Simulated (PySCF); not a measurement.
## Radial density of Sc (scandium, neutral)

UHF, [Ar] 3d3, high-spin 4F determinant (an excited configuration). Computed with PySCF 2.14 in aug-cc-pVDZ, with no relativity, point nucleus.

```tsv
r (bohr)	4πr²ρ (e/bohr)	4πr²(ρα − ρβ)
0.00131	0.1257	0.0000
0.00220	0.3426	0.0000
0.00370	0.9103	-0.0001
0.00622	2.316	-0.0002
0.0105	5.486	-0.0004
0.0176	11.52	-0.0008
0.0296	19.80	-0.0014
0.0498	24.73	-0.0022
0.0838	20.64	-0.0047
0.141	19.26	-0.0092
0.237	26.26	0.0186
0.399	15.01	0.1859
0.671	7.079	0.5535
1.13	8.391	0.9523
1.90	2.507	0.9113
3.19	0.5389	0.4961
5.37	0.1516	0.1515
9.03	0.01634	0.0163
15.2	6.528e-05	0.0001
```

Q: Where is the radial spin density 4πr²(ρα − ρβ) most negative, and why is it negative at all?

A: Around r = 0.141 bohr, down to -0.0092 e/bohr: exchange with the open shell polarises the paired shells in an unrestricted calculation.
